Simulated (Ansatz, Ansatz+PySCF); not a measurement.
```xyz
8

O     0.0299   -0.0009    0.0234
H     0.9447   -0.0862    0.2682
O     2.9439    0.0068    0.0030
H     3.0987    0.8525   -0.3245
H     3.4666   -0.5985   -0.4023
O    -1.2573    2.6731    0.3549
H    -0.6876    1.9562    0.1677
H    -2.0336    2.5289   -0.1996
```

Basis set: def2-SVP (spherical functions). Correlated methods keep 3 orbitals frozen. Charge 0, multiplicity 2.

Computed with Ansatz (development build ahead of 0.2.0); each method stands on the lowest determinant of its kind that the runs found.

(1) Give the atomization energy at this shape (free ground-state atoms in the same class of orbitals less the molecule, no zero-point energy) of doublet H₅O₃ by UHF-MP2, UHF.

## Answers

(1)

```
 method  atomization energy
UHF-MP2            23.10 eV
    UHF            16.43 eV
```

Caution: the shape is not the minimum.
